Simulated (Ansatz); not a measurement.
Isolated molecules relaxed with PBE0-D4/def2-TZVP in Ansatz; ΔE leaves out vibrations. CCSD(T)/CBS is the MP2 limit (def2-TZVPP, def2-QZVPP) plus CCSD(T) − MP2 in def2-TZVPP, frozen cores. This one scheme is used for every species, atoms too. DFT in def2-TZVPP. No spin–orbit coupling; open shells (•) take unrestricted orbitals. Elements past krypton have def2 core potentials. Bonds to In are less sure, by a few kJ/mol each and by 10 to 20 or more in all where they break to atoms, as the def2 sets lack core-valence functions. Each species was taken in one conformer, which may not be the lowest.

`[SiH3][O][InH][Cl]` → H• + `[SiH3][O][In][Cl]`•  (homolysis of the H–In bond)

(1) What is ΔE at CCSD(T)/CBS? (Estimate.)

(2) What do these levels give: PBE-D4, BHLYP-D4, PBE-QIDH, r2SCAN, r2SCANh, HF/CBS(def2)? (Estimate.)

Largest T1 diagnostic among the species: 0.019.

Results:

(1) Computed: +73.7 kcal/mol.

(2) Ansatz gave: PBE-D4 65.6, BHLYP-D4 70.2, PBE-QIDH 70.2, r2SCAN 68.1, r2SCANh 68.5, HF/CBS(def2) 53.3 kcal/mol.

From r2SCAN to r2SCAN0 (25 % exact exchange), in def2-TZVPP and without D4, ΔE moves by +1.1 kcal/mol. At CCSD(T), def2-SVP lies −5.2 kcal/mol from the extrapolated value and def2-TZVPP −1.6 kcal/mol: correlation converges slowly with the basis, and small sets miss more of it in the bonded molecule than in its fragments.
